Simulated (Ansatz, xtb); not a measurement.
# FGaH2OSi2: where a starting geometry ends

The starting geometry of this gas-phase singlet was built from a drawn formula by distance geometry; its bonds are those of `O=[Si]=[Si](F)[GaH2]`.

```xyz
7

F    -2.3183    1.8265    1.2725
Ga   -2.4585   -1.1372   -0.9107
O     2.1250    0.6079    1.1685
Si    0.6139    0.6198    0.9064
Si   -1.4067    0.6578    0.5415
H    -2.6415   -2.3868   -0.0532
H    -1.7595   -1.3617   -2.2940
```

Task: Predict what becomes of its bonds when it is optimised with r2SCAN-D4/def2-SVP.

Result: New bonds form, giving a structure with H7 bridging Si4 and Ga2, given below by its coordinates. Distances that change by over a tenth: Ga2–H7 (1.57 → 1.84 Å), Si4–Si5 (2.05 → 2.28 Å). Contacts that close: Ga2–Si4 (3.98 → 2.58 Å), Si4–H7 (4.45 → 1.71 Å).

The energy falls by 2.50 eV over 29 steps:

```json
{"step": "1", "E − E(last) (eV)": "2.502"}
{"step": "4", "E − E(last) (eV)": "1.170"}
{"step": "7", "E − E(last) (eV)": "0.601"}
{"step": "10", "E − E(last) (eV)": "0.513"}
{"step": "13", "E − E(last) (eV)": "0.487"}
{"step": "17", "E − E(last) (eV)": "0.482"}
{"step": "20", "E − E(last) (eV)": "0.465"}
{"step": "23", "E − E(last) (eV)": "0.068"}
{"step": "26", "E − E(last) (eV)": "0.001"}
{"step": "29", "E − E(last) (eV)": "0.000"}
```

Final geometry (Å):

```xyz
7

F    -2.4952    2.0007    1.4706
Ga   -2.0756   -1.1518   -0.0870
O     1.6867   -0.1494    0.3502
Si    0.1692    0.0850    0.2225
Si   -1.8466    1.1440    0.2437
H    -2.5928   -2.5756   -0.4471
H    -0.6913   -0.5267   -1.1221
```

From the same start GFN2-xTB ends elsewhere, differing in Si4–H7 (3.31 against 1.71 Å here).

The end wasn't checked by frequencies. Run with Ansatz 0.2.0, 42 s on 2 threads of Intel(R) Xeon(R) 6975P-C (Granite Rapids) (shared host).
